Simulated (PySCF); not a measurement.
# Ionisation energy of Ce⁴³⁺ by level of theory

Ce⁴³⁺ [Ne] 3s2 3p3 [3p1/2^2 3p3/2^1, M_J = 3/2] → Ce⁴⁴⁺ [Ne] 3s2 3p2 [3p1/2^2, M_J = 0], as a difference of total energies. Computed with PySCF 2.14 in an even-tempered Gaussian basis (18 s from 9.8 bohr⁻², ratio 2.4; 14 p from 13 bohr⁻², ratio 2.4; 4 d from 46 bohr⁻², ratio 2.6; 4 f from 69 bohr⁻², ratio 2.6), with the two-component X2C-1e Hamiltonian. Correlated levels: 1s2 frozen; the 54 highest virtual spinors dropped. "Screened" scales the spin-orbit matrix elements by Boettger's factors to mimic the two-electron term; Breit and QED terms are absent.

```tsv
method	ionisation energy (eV)
GHF (spin-free)	3414.4
GMP2 (spin-free)	3414.8
GHF (screened spin-orbit)	3367.7
GMP2 (screened spin-orbit)	3368.0
```

Breit and QED terms and the two-electron picture change are absent.

The spin-free rows relax to the high-spin LS determinant and lack the spin-orbit shift.

The labels give the starting determinants; with spin-orbit coupling the two ends relaxed to ⟨J²⟩ = 3.75, ⟨L²⟩ = 2.40, ⟨S²⟩ = 1.57 and ⟨J²⟩ = 0.00, ⟨L²⟩ = 1.34, ⟨S²⟩ = 1.34.

For comparison: 3366 ± 4 eV (theoretical estimate listed by NIST; NIST Atomic Spectra Database, ionization energies).
